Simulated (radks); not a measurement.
Charge is removed step by step from the 4d5/2 level of the lutetium ion Lu+, starting from [Kr] 4d(3/2: 4, 5/2: 6) 4f14 5s2 5p6 6s2. All-electron calculation, Dirac Kohn-Sham, PBE, spin-unpolarised, spherical densities, finite nucleus; Fermi nuclear charge, rms radius 5.37 fm. Program: a radial shooting solver on a logarithmic mesh with Libxc functionals. At the starting occupation the eigenvalue is -196.38 eV. Estimate the energy to remove one whole electron from this level, the eigenvalue at the end, and how far E(n) bends from a straight line.

Answer. Delta-SCF 206.86 eV; final eigenvalue -217.84 eV; the deviation from the straight line is -2.685 eV at 0.5 electron removed, the largest on the grid computed. Slater's transition state (half an electron removed) gives 206.73 eV. Integrating minus the eigenvalue over the occupation (Janak's theorem) gives 206.86 eV. The mean slope of the eigenvalue, de/dn, is 21.5 eV per electron.
